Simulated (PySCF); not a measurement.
## NMR data sheet: C6H7BOS2

- Formula: C6H7BOS2
- SMILES: B1SC[C@H](c2ccco2)S1
- InChI: InChI=1S/C6H7BOS2/c1-2-5(8-3-1)6-4-9-7-10-6/h1-3,6-7H,4H2/t6-/m1/s1
- Point group of the computed structure: C1
- Carbon signals: 6
- Proton signals: 7

Mapped SMILES: `[BH:1]1[S:2][CH2:3][C@H:4]([c:5]2[cH:6][cH:7][cH:8][o:9]2)[S:10]1`. Hydrogens are named by the atom that carries them. Ha(C3) is cis to C5 on the ring; Hb(C3) is trans to C5 on the ring.

Non-relativistic Hamiltonian, single conformer, no solvent model. Coordinates at the PBE0-D3(BJ)/def2-SVP level; σ from GIAO-B3LYP/pcSseg-1; PySCF 2.14.0 with density-fitted response routines.

Shifts are taken against calculated references (same method and geometry level): 1H and 13C vs TMS; 11B against BF3·OEt2; 17O vs H2O; 33S against CS2.

```tsv
carbon	δC, type	δH (multiplicity)	HMBC from (2–3 bonds)	span of the C tensor (ppm)
C3	44.9, CH2	Hb(C3) 2.86 (m); Ha(C3) 3.48 (m)	H(B1), H(C4)	62
C4	59.7, CH	4.50 (m)	H(B1), H(C6), Ha(C3), Hb(C3)	70
C5	155.1, C	–	H(C8), H(C7), H(C6), H(C4), Ha(C3), Hb(C3)	145
C6	115.6, CH	6.37 (m)	H(C8), H(C7), H(C4)	168
C7	117.0, CH	6.40 (m)	H(C8), H(C6)	177
C8	147.8, CH	7.36 (m)	H(C7), H(C6)	150
```

Other nuclei:
```tsv
atoms	nucleus	environment	δ (ppm)	σ (ppm)
H(B1)	1H	hydrogen on a boron bonded to 2 S, in a 5-membered ring	6.49	24.89
B1	11B	boron bonded to 2 S, H, in a 5-membered ring	62.5	35.4
O9	17O	aromatic ring oxygen	308.2	25.8
S10	33S	sulfur bonded to C, B, in a 5-membered ring	163	322.1
S2	33S	sulfur bonded to C, B, in a 5-membered ring	98	387.5
```

1. δC 155.1: substituted aromatic carbon next to the ring oxygen.
2. δC 147.8: aromatic CH next to the ring oxygen.
3. δC 117.0, 115.6: aromatic CH.
4. δH 7.36: hydrogen on an aromatic CH next to the ring oxygen; the ring current deshields protons in the ring plane.
5. δH 6.40, 6.37: hydrogen on an aromatic CH; ring-current deshielding.

Hydrogens on boron are broadened and split by 11B (spin 3/2, 80 %) and 10B (spin 3). Shifts are as computed. Against solution values, carbons near 30 ppm lie about +2 ppm off and those near 130 ppm about +6 ppm. Of 1211 compounds with measured shifts, 218 miss one by over three times the rms of a fit or turn the order of signals round; such compounds aren't used in these exercises. Unscaled 17O shifts of doubly bonded oxygen tend to come out too high, by tens of ppm or more. Experimental scales use liquid or dissolved standards, which lie at an offset from isolated H2O (liquid H2O: subtract about 36 ppm). No couplings were computed; multiplicities are counted from neighbouring protons, with m where these are inequivalent, close in shift, in a saturated or five-membered ring or joined by F or P, and br s for small geminal =CH2 splittings.
